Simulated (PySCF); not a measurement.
Isomers C₅H₉NOSi:

A. `InChI=1S/C5H9NOSi/c1-7-4-3(2-6)5(4)8/h3-5H,1,8H3/t3-,4+,5+/m1/s1`
B. `O(CC)[SiH2]/C=C/C#N`
C. `Nc1ccc([SiH2]C)o1`

Spectrum 1. $^{13}$C{$^{1}$H} NMR (computed): δ 159.0 (CH), 124.4 (CH), 122.7 (C), 63.3 (CH2), 20.4 (CH3).

Spectrum 2. $^{13}$C{$^{1}$H} NMR (computed): δ 167.5 (C), 143.8 (C), 132.4 (CH), 89.3 (CH), -5.2 (CH3).

Spectrum 3. $^{13}$C{$^{1}$H} NMR (computed): δ 124.3 (C), 66.6 (CH), 60.1 (CH3), 12.5 (CH), 8.1 (CH).

PySCF 2.14 calculation with coordinates at the GFN2-xTB level and shieldings: GIAO PBE0/pcSseg-1; no solvent model, equivalent nuclei averaged, non-relativistic, one conformer.

δ = σ(ref) − σ, references computed at the same level: $^{13}$C (186.93 ppm) vs TMS. Shifts are as computed. Against solution values, carbons near 30 ppm lie about +3 ppm off and those near 130 ppm about +5 ppm. Of 1211 compounds with measured shifts, 218 miss one by over three times the rms of a fit or turn the order of signals round; such compounds aren't used in these exercises.

Problem. Match each spectrum to its structure.

Solution. 1–B, 2–C, 3–A.

- Spectrum 1 (B): 5 $^{13}$C signals; δC 159.0 is an alkene CH; δC 124.4 is an alkene CH.
- Spectrum 2 (C): 5 $^{13}$C signals; δC 167.5 is an aromatic carbon bearing nitrogen; δC 132.4 is an aromatic CH.
- Spectrum 3 (A): 5 $^{13}$C signals; δC 124.3 is a nitrile carbon; δC 66.6 is a three-membered-ring carbon.
